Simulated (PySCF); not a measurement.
Electronic structure of Pt⁺ (platinum, charge +1) at the UHF level

Configuration: [Xe] 4f14 5d9, 2D determinant. Computed with PySCF 2.14 in aug-cc-pVQZ-PP with ECP60MDF (7s7p6d4f3g2h, 135 functions), with a scalar-relativistic core potential.

* Total energy: -118.238155 hartree
* One-electron energy: -203.3638 hartree
* Hartree (Coulomb) energy: 95.8286 hartree
* Exchange energy: -10.7029 hartree
* ⟨S²⟩: 0.9231
* ⟨L²⟩: 6.582
* Sum of ⟨r⟩: 23.62 bohr
* Sum of ⟨r²⟩: 39.31 bohr²
* Traceless quadrupole moment −½Σ⟨3z² − r²⟩ along its main axis: -0.542 e·bohr²
* Time after the integrals: about 14 core-seconds

```csv
shell,electrons,mean orbital energy (hartree),spread (hartree),"rms radius, mean of both spins (bohr)"
5s α,1,-4.72365,0,1.04
5s β,1,-4.67022,0,1.04
5p α,3,-2.90266,0.05322,1.20
5p β,3,-2.82847,0.04220,1.20
5d α,5,-0.73994,0.07718,1.78
5d β,4,-0.70638,0.03130,1.78
```

Energies and moments cover only the electrons outside the core potential. Spin-orbit coupling, absent here, splits the open shell strongly. ⟨S²⟩ = 0.92 against 0.75 shows spin contamination.
